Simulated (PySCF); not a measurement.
Output of ΔSCF core-hole calculations on `O=C(Br)C(F)(F)F`.

Method used: PySCF 2.14.0, delta-SCF UKS SCAN, pcX-2 on the ionised atom, pcseg-1 elsewhere, spin-free X2C. The program numbers atoms from 0. The cycles run on a coarse integration grid; for E(ground) and E(ion) the exchange–correlation energy is redone on a finer one, so they differ from the last cycle, and only they enter the binding energy.

Coordinates (Å, GFN2-xTB):
```
O      1.069938     1.485605    -0.567489
C      0.778567     0.447739    -0.091998
Br     2.031403    -0.729388     0.729735
C     -0.642523    -0.157078    -0.038358
F     -1.021537    -0.367502     1.222807
F     -0.683760    -1.327760    -0.675880
F     -1.528754     0.653287    -0.605894
```

```
ground state, core basis on atom 4 (F), 142 functions
  cycle   1  E = -3049.78408358  |g| = 1.20e-01
  cycle   2  E = -3049.78353457  |g| = 7.74e-02
  cycle   3  E = -3049.78370964  |g| = 6.89e-02
  cycle   4  E = -3049.78435224  |g| = 3.70e-03
  cycle   5  E = -3049.78435456  |g| = 1.24e-03
  cycle   6  E = -3049.78435511  |g| = 5.23e-04
  cycle   7  E = -3049.78435533  |g| = 1.72e-04
  E(ground) = -3049.92944782 Eh
hole in F 1s of atom 4
  cycle   1  E = -3023.35808982  |g| = 2.58e+00
  cycle   2  E = -3022.38659150  |g| = 2.54e+00
  cycle   3  E = -3023.76050033  |g| = 1.06e+00
  cycle   4  E = -3024.01378247  |g| = 7.73e-01
  ...
  cycle   9  E = -3024.24220756  |g| = 5.16e-03
  cycle  10  E = -3024.24221677  |g| = 8.78e-04
  cycle  11  E = -3024.24221887  |g| = 2.07e-04
  E(ion) = -3024.39336851 Eh   <S^2> = 0.7574   hole on atom = 1.000
```

Q: What is the F 1s binding energy of atom 4?

A: (-3024.393369 − (-3049.929448)) Eh × 27.2114 eV/Eh = 694.87 eV, for the fluorine of a CF3 group.

```
ground state, core basis on atom 0 (O), 142 functions
  cycle   1  E = -3049.53513223  |g| = 1.15e+00
  cycle   2  E = -3048.10648852  |g| = 2.97e+00
  cycle   3  E = -3049.72592154  |g| = 4.47e-01
  cycle   4  E = -3049.76165862  |g| = 1.90e-01
  cycle   5  E = -3049.76869466  |g| = 4.34e-02
  cycle   6  E = -3049.76909719  |g| = 1.80e-02
  cycle   7  E = -3049.76918354  |g| = 5.52e-03
  cycle   8  E = -3049.76919274  |g| = 1.31e-03
  cycle   9  E = -3049.76919147  |g| = 3.33e-04
  E(ground) = -3049.90987616 Eh
hole in O 1s of atom 0
  cycle   1  E = -3029.08941030  |g| = 2.22e+00
  cycle   2  E = -3027.58804049  |g| = 2.55e+00
  cycle   3  E = -3029.41496719  |g| = 8.68e-01
  cycle   4  E = -3029.50658673  |g| = 8.50e-01
  ...
  cycle  10  E = -3029.92510153  |g| = 1.28e-03
  cycle  11  E = -3029.92510249  |g| = 5.21e-04
  cycle  12  E = -3029.92510373  |g| = 3.26e-04
  E(ion) = -3030.06697515 Eh   <S^2> = 0.7716   hole on atom = 1.000
```

Q: What is the O 1s binding energy of atom 0?

A: (-3030.066975 − (-3049.909876)) Eh × 27.2114 eV/Eh = 539.95 eV, for the carbonyl oxygen.

```
ground state, core basis on atom 1 (C), 142 functions
  cycle   1  E = -3049.74940594  |g| = 9.73e-02
  cycle   2  E = -3049.74184976  |g| = 2.11e-01
  cycle   3  E = -3049.75042080  |g| = 2.84e-02
  cycle   4  E = -3049.75058359  |g| = 7.98e-03
  cycle   5  E = -3049.75059167  |g| = 2.19e-03
  cycle   6  E = -3049.75059007  |g| = 4.46e-04
  E(ground) = -3049.89394178 Eh
hole in C 1s of atom 1
  cycle   1  E = -3038.31715326  |g| = 1.51e+00
  cycle   2  E = -3035.62269243  |g| = 2.59e+00
  cycle   3  E = -3037.77811719  |g| = 1.37e+00
  cycle   4  E = -3038.59583947  |g| = 8.13e-01
  ...
  cycle  10  E = -3038.87798946  |g| = 1.69e-03
  cycle  11  E = -3038.87800267  |g| = 1.09e-03
  cycle  12  E = -3038.87800451  |g| = 4.24e-04
  E(ion) = -3039.01944016 Eh   <S^2> = 0.7943   hole on atom = 1.000
```

Q: What is the C 1s binding energy of atom 1?

A: (-3039.019440 − (-3049.893942)) Eh × 27.2114 eV/Eh = 295.91 eV, for the acyl halide carbon.

The ground state is recomputed for each atom, because the flexible core basis sits on the ionised atom alone; energies of different blocks can't be mixed. Geometry: GFN2-xTB; no solvent, vibrations or thermal averaging.

Time: 24 s of wall time; peak memory 0.45 GiB. Hardware: an Arm Neoverse V1 with one thread, on a shared host.

Shape of the structure used: `[O:1]=[C:2]([Br:3])[C:4]([F:5])([F:6])[F:7]`: O1–C2–C4–F5 -120°.
Labels such as C1 count atoms from 1, the log's own numbers from 0.
